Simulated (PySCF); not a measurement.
Numbering as in the mapped SMILES `[CH3:1][P:2]1[CH2:3][CH2:4][O:5][CH2:6][CH2:7]1`; H(Xn) means a hydrogen on atom n.

PySCF calculation with structure optimised with GFN2-xTB and PBE0/pcSseg-1 with gauge-including orbitals; non-relativistic Hamiltonian, averaged over atoms made equivalent by symmetry, fast rotation or ring inversion, one computed conformer, no solvent.

δ = σ(ref) − σ, references computed at the same level: $^{13}$C (186.93 ppm), $^{1}$H (31.72 ppm) against TMS; H3PO4 for $^{31}$P (318.38 ppm); H2O for $^{17}$O (336.08 ppm).

| atoms | nucleus | count | Hirshfeld charge | δ (ppm) |
| --- | --- | --- | --- | --- |
| O5 | $^{17}$O | 1 | -0.15 | ? |
| C1 | $^{13}$C | 1 | -0.17 | 19.2 |
| H(C3)/H(C7) | $^{1}$H | 4 | 0.04 | 1.43 |
| P2 | $^{31}$P | 1 | 0.14 | ? |
| H(C4)/H(C6) | $^{1}$H | 4 | 0.04 | 3.94 |
| C4/C6 | $^{13}$C | 2 | 0.00 | 70.4 |
| C3/C7 | $^{13}$C | 2 | -0.13 | 34.1 |
| H(C1) | $^{1}$H | 3 | 0.04 | 1.12 |

**Question.** Complete the table.

**Answer.** 
- P2: -82.8 ppm, phosphorus bonded to 3 C, in a 6-membered ring
- O5: 52.2 ppm, ether oxygen

Shifts are as computed. Against solution values, carbons near 30 ppm lie about +3 ppm off and those near 130 ppm about +5 ppm. Of 1211 compounds with measured shifts, 218 miss one by over three times the rms of a fit or turn the order of signals round; such compounds aren't used in these exercises. Experimental scales use liquid or dissolved standards, which lie at an offset from isolated H2O (liquid H2O: subtract about 36 ppm) and H3PO4.
